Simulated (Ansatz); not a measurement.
`C[B](C)[ZnH]`, charge 0, multiplicity 1.

Question: Give a relaxed structure at PBE0-D4/def2-TZVP (the Gaussian-basis code of Ansatz). (Estimate.)

Answer: Ansatz gave: 
Cartesian coordinates in Å:
```
C 1.221 0.280 -0.812
B 0.026 0.048 0.174
C -1.438 0.111 -0.382
Zn 0.383 -0.513 2.167
H 2.122 0.704 -0.362
H 1.519 -0.730 -1.141
H 0.967 0.842 -1.717
H -1.711 -0.936 -0.595
H -1.550 0.664 -1.320
H -2.190 0.454 0.334
H 0.650 -0.922 3.656
```
Point group Cs.
This is one stationary point; other conformers may exist.
